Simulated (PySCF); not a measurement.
# [Ta(SH)4]+: from a saddle point downhill

PySCF 2.14.0, RKS PBE0, Ta def2-SVP with ECP60, S def2-SVP, H def2-SVP; non-relativistic Hamiltonian with scalar-relativistic core potentials where named; density fitting; no spin-orbit coupling. Relaxed within the symmetry of its start, the geometry (C4v) is

```xyz
9

Ta    0.0000    0.0000   -0.2926
S     2.2883    0.0000    0.3603
H     2.4318    0.0000    1.7056
S     0.0000    2.2883    0.3603
H     0.0000    2.4318    1.7056
S    -2.2883    0.0000    0.3603
H    -2.4318    0.0000    1.7056
S     0.0000   -2.2883    0.3603
H     0.0000   -2.4318    1.7056
```

and its lowest harmonic modes are -1053, -602, -602, -340, -82, 133 cm⁻¹ (negative: unstable). It was moved along the lowest mode and relaxed again, within the group C4 that the move left.

Task: Where does it end, and how much lower?

Result: In C4, 1.749 eV lower, after 10 steps:
```xyz
9

Ta    0.0000    0.0000    0.0018
S     2.2375    0.4235    0.6607
H     2.6262   -0.6866    1.3315
S    -0.4235    2.2375    0.6607
H     0.6866    2.6262    1.3315
S    -2.2375   -0.4235    0.6607
H    -2.6262    0.6866    1.3315
S     0.4235   -2.2375    0.6607
H    -0.6866   -2.6262    1.3315
```

Task: How do the contacts change?

Result: 
| contact | saddle (Å) | end (Å) |
| --- | --- | --- |
| Ta1–S2 (SH) | 2.380 | 2.371 |
| Ta1–S4 (SH) | 2.380 | 2.371 |
| Ta1–S6 (SH) | 2.380 | 2.371 |
| Ta1–S8 (SH) | 2.380 | 2.371 |


Task: Is the end a minimum?

Result: No, 3 of the modes stay unstable (below −25 cm⁻¹); lowest modes -127, -45, -45, 126, 154, 251 cm⁻¹.

State: singlet.
